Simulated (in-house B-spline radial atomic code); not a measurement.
**Ionising Pt⁺ with different functionals**

Computed with an all-electron radial atomic-structure program (B-spline basis): scalar-relativistic (spin-free X2C) Hamiltonian, Fermi nucleus of rms radius 5.427 fm, spin-polarised at highest spin, spherical fractional occupations for the functionals, and exact exchange of hybrids averaged over the configuration. The ionisation energy is the difference of two self-consistent energies, [Xe] 4f14 5d9 → [Xe] 4f14 5d8, without Breit or QED terms; ε is the level of the shell that loses the electron (its least bound occupied spin orbital). There is no spin-orbit coupling in this Hamiltonian.

```csv
method,rung,ΔSCF (eV),-ε(5d) (eV)
PBE0,global hybrid,19.16,15.44
B3LYP,global hybrid,19.34,15.25
TPSSh,global hybrid,19.21,14.44
M06-2X,global hybrid,19.12,17.32
BHandHLYP,global hybrid,18.86,16.87
r2SCAN0,global hybrid,19.17,15.47
B97-1,global hybrid,19.18,15.15
HSE06,range-separated hybrid,19.16,15.02
wB97X,range-separated hybrid,18.98,17.87
CAM-B3LYP,range-separated hybrid,19.22,16.96
LC-wPBE,range-separated hybrid,18.98,18.17
```

(1) Among the functionals, which spreads more, the ΔSCF values or the orbital energies?

(2) How do they compare with the NIST value?

Results:

(1) The orbital energies: ΔSCF values span about 0.48 eV and the orbital energies 3.73 eV; here energy differences depend much less on the functional than eigenvalues do.

(2) NIST lists 18.6 eV ± 0.12 (measured, ground level to ground level). Errors run from +0.30 to +0.78 eV; BHandHLYP is closest (+0.30 eV), though others lie within the uncertainty of it, and part of that can be cancellation, since the calculations leave out spin-orbit coupling, Breit-QED terms, multiplet and fine-structure energies.
